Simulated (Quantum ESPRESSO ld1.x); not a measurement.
Results of a calculation; reference values are marked as such.
One sound ld1.x (Quantum ESPRESSO 7.5) input for the calcium ion Ca+ gives E = -680.336 hartree in 33 iterations:

```
 &input
    zed=20.0,
    iswitch=1,
    rel=1,
    dft='BLYP',
    config='[Ar] 4s1',
    prefix='ld1',
    max_out_wfc=37,
    file_charge='ld1.rho',
 /
```

Changed or added lines, one case at a time, and what came of them:

- rmax=1000.0: harmless. The energy moves by less than 1e-5 hartree against the default mesh (-680.336 hartree).
- rmax=1.0: not converged. The mesh cuts the orbital tails; the cycle ends with warnings and the numbers are not to be used.
- noscf=.true.: ran as typed. With noscf the program prints the levels of a bare nucleus, with no screening and no total energy; they are not those of the atom.
- xmin=-20.0: not converged. The mesh starts very near the nucleus; the cycle ends with warnings and the numbers are not to be used.
- isic=1 latt=1: refused. The program stops in ld1_readin with "isic and latter correction not allowed": the two corrections exclude each other.
- config='[Ar] 4s1 1s1': refused. The program stops in el_config with "wavefunction 1S found too many times": the bracketed core already holds 1s.
- dft='HF': refused. The program stops in ld1_setup with "HF not implemented yet": ld1.x has no Hartree-Fock; KLI and OEP are its exact-exchange options.
